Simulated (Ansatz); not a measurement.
System: H₃SiO₂, charge 0, doublet. H3SiO2 (SMILES [O][SiH2]O, doublet).
B3LYP-D3(BJ)/def2-TZVP minimum from Ansatz (an electronic-structure program):
```xyz
6

Si    -0.2148    -0.3513    -0.0178
O      1.4093    -0.5237     0.2006
O     -0.7917     1.1656    -0.2298
H     -0.6676    -0.9626     1.2654
H     -0.6576    -1.0954    -1.2114
H     -0.6085     1.8410     0.4287
```
Charge 0, spin multiplicity 2.

Quantity: atomisation energy (electronic, to ground-state atoms), in kJ/mol. UHF or UKS for unpaired electrons; spin-orbit terms are left out. CBS(X,Y): correlation extrapolated as X^-3, Hartree-Fock from the larger set. A bracket is a step between two methods taken in the basis named. The functionals are non-relativistic, so their misses hold any scalar relativity. '+ core + X2C': CCSD(T) terms for core correlation (cc-pwCVTZ, 1s frozen past Ne) and scalar relativity (cc-pVTZ-DK). Where a partner has so few electrons that a lower coupled-cluster level is exact, that level stands in.

CCSD(T)/CBS(cc-pV(T+d)Z,cc-pV(Q+d)Z) + [CCSDT(Q) - CCSD(T)]/cc-pV(D+d)Z + core + X2C (Ansatz) gives 2021.6 kJ/mol.

How far off this value is PBE/def2-TZVPD (Ansatz), in which direction, and which of these levels come nearer: r2SCAN/def2-TZVPD, B3LYP/def2-TZVPD, PBE0/def2-TZVPD, wB97M-V/def2-TZVPD, CCSD(T)/CBS(cc-pV(T+d)Z,cc-pV(Q+d)Z) + core + X2C?

PBE gives 2026.3 kJ/mol, 4.7 kJ/mol above it. Differences of the others: r2SCAN/def2-TZVPD (Ansatz) 0.5; B3LYP/def2-TZVPD (Ansatz) -25.0; PBE0/def2-TZVPD (Ansatz) -50.8; wB97M-V/def2-TZVPD (Ansatz) -6.3; CCSD(T)/CBS(cc-pV(T+d)Z,cc-pV(Q+d)Z) + core + X2C (Ansatz) -3.2 kJ/mol. Nearer than PBE: r2SCAN/def2-TZVPD, CCSD(T)/CBS(cc-pV(T+d)Z,cc-pV(Q+d)Z) + core + X2C.
